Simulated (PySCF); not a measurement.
# Ce+: excitation energy

Ce+ [Xe] 4f1 5d2 (high-spin determinant) → Ce+ [Xe] 4f2 5d1 (high-spin determinant), as a difference of total energies. All numbers are calculated (PySCF 2.14, scalar relativity by spin-free X2C-1e, in cc-pVDZ-X2C (8s7p5d3f1g, 84 functions)). Correlated levels: valence: [Kr] 4d10 frozen. The calculations carry no spin-orbit coupling.

| method | excitation energy (eV) |
| --- | --- |
| UHF | 2.058 |
| MP2 (valence) | 1.516 |
| SCS-MP2 (valence) | 1.657 |
| CCSD (valence) | 1.575 |
| CCSD(T) (valence) | 1.525 |

Question: How much does correlation contribute at CCSD(T) (valence)?

Answer: 1.525 − (2.058) = -0.533 eV, measured against UHF.

A first-order spin-orbit estimate (lowest level to lowest level, LS coupling) adds -0.009 eV.

The determinant of the lower state and of the upper state mixes LS terms, which raises its energy above the lowest term, most at the Hartree-Fock and MP2 levels.
